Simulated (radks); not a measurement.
Results of a calculation; reference values are marked as such.
Spin polarisation of the 2p1 shell in neutral boron. Start: [He] 2s2 2p(up 0.5, down 0.5); electrons of 2p are moved from spin down to spin up, other shells keep equal spins. Level of theory: scalar-relativistic Kohn-Sham, PBE, spin-polarised, spherical densities, finite nucleus; Fermi nuclear charge, rms radius of each element as measured or else 0.836 A^(1/3) + 0.57 fm (a radial shooting solver on a logarithmic mesh with Libxc functionals).

moment (Bohr magnetons)  E - E(0) (eV)  e(2p up) (eV)  e(2p down) (eV)  2s down minus up (eV)  1s down minus up (eV)
0                                0.000         -3.607           -3.607                  0.000                  0.000
0.25                            -0.017         -3.732           -3.467                  0.298                  0.073
0.5                             -0.066         -3.842           -3.310                  0.597                  0.146
0.75                            -0.150         -3.938           -3.137                  0.898                  0.218
1                               -0.267         -4.019           -2.944                  1.202                  0.289

At moment 1 the spin-polarisation energy is -0.267 eV and the 2p exchange splitting 1.075 eV, that is 1.075 eV per Bohr magneton; E = -I m^2/4 would give I = 1.067 eV.
